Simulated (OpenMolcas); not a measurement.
# V4+ in a ligand field

V4+ with 6 ligands (chloride) in octahedral coordination (Oh) at 2.34 Å. A charge of +0.333 e stands 2.4 Å behind each ligand. Ligand basis ANO-RCC-VDZP.
```
V     0.0000    0.0000    0.0000
Cl    2.3400    0.0000    0.0000
Cl    0.0000    2.3400    0.0000
Cl   -2.3400    0.0000    0.0000
Cl    0.0000   -2.3400    0.0000
Cl    0.0000    0.0000    2.3400
Cl    0.0000    0.0000   -2.3400
```

```
Program             : OpenMolcas
Method              : SS-CASPT2, IPEA 0.25 Eh, imaginary shift 0.1 Eh (closed shells correlated: 3s 3p and the ligand valence shells)
Basis               : ANO-RCC-VDZP [5s4p2d1f]
Scalar Hamiltonian  : DKH2, point nucleus
Active space        : 1 electron in 5 orbitals (3d)
State averaging     : 2S+1 = 2 even, 5 roots
Spin-orbit coupling : state interaction with AMFI integrals over the reference wave functions
```

The lowest spin-free states (labels of O, the rotations of Oh), above the lowest:

```tsv
State	Degeneracy	E (cm-1)
2T2	3	0
2E	2	20640
```

The lowest levels with spin-orbit coupling:

```tsv
E (cm-1)	Degeneracy	Label	2S+1	g
0	4	Γ8	2	
330	2	Γ7	2	1.95 1.95 1.95
20750	4	Γ8	2
```

Powder χT (cm3 K/mol): 0.00338 at 2 K, 0.0158 at 10 K, 0.0779 at 50 K, 0.155 at 100 K, 0.285 at 200 K, 0.37 at 300 K. The effective moment at 300 K is 2.828 √(χT) = 1.72 μB.

The lowest level has 2S+1 = 2, for which the spin-only value is χT = S(S+1) / 2 = 0.375 cm3 K/mol (g = 2). The computed 0.370 at 300 K differs by -0.005, through orbital momentum, spin-orbit coupling and any other state in reach. With a threefold ground state the orbital momentum is unquenched, so the spin-only value is not expected to hold.

The gap between the two states is 10Dq = 20637 cm-1.

Roots that are degenerate in the reference are averaged as groups; the widest CASPT2 spread within a group is 270 cm-1 (the 3-fold group of multiplicity 2 near 0 cm-1 above the lowest state of its run). Shifts and gaps below about the spread of the groups concerned are not significant. Over all roots computed the reference weight is 0.64; a low but even weight reflects the number of correlated electrons. An orbital triplet at a regular site is open to Jahn-Teller coupling, which can distort the site and quench the lowest spin-orbit gaps and is left out. The least metal-like active orbital is 75 % on the metal (Löwdin) and no ligand orbital is active, so the numbers are rough. Ligand-to-metal charge-transfer states are missing. With one d shell and no ligand orbital active, 10Dq can be off by a tenth or more. No measured value stands beside these numbers; the geometry was imposed, not optimised, and the real ion may take another.
